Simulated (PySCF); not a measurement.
## Worked example: entropy of an ideal gas

SnI, SMILES [I][Sn+] (connectivity only; charge and spin as stated), charge +1, multiplicity 1.

Geometry optimised at B3LYP-D3(BJ)/def2-TZVP. The spin state was assumed, not searched. The def2 effective core potentials stand for the cores of I, Sn; spin–orbit coupling is left out.

B3LYP-D3(BJ)/def2-TZVP (PySCF) gives the harmonic wavenumbers 234 cm⁻¹ and the rotational temperature 0.0578 K. The molar mass is 245.61 g/mol, the symmetry number 1, the spin multiplicity 1.

Question: Work out the entropy at 298.15 K and 1 atm in the rigid-rotor, harmonic-oscillator model.

Answer: 
Translation (Sackur–Tetrode at 1 atm): S = R[1.5 ln M + 2.5 ln T − 1.16487] = 177.4 J/(mol K).
Rotation: q = T/(σ θ) = 5160, S = R[ln q + 1] = 79.4 J/(mol K).
Vibration: with u = 1.4388 ν/T, each mode gives R[u/(e^u − 1) − ln(1 − e^−u)]:
```json
[
 {"ν (cm⁻¹)": "234", "modes": "1", "u": "1.13", "S (J/(mol K))": "7.73"}
]
```
These are all the modes. Sum 7.7 J/(mol K).
Spin: R ln 1 = 0.0 J/(mol K).
Total 264.5 J/(mol K); the program's own thermochemistry gives 264.5. Translation makes up 67 % and vibration 3 %. Anharmonicity, hindered rotation and orbital degeneracy are left out.
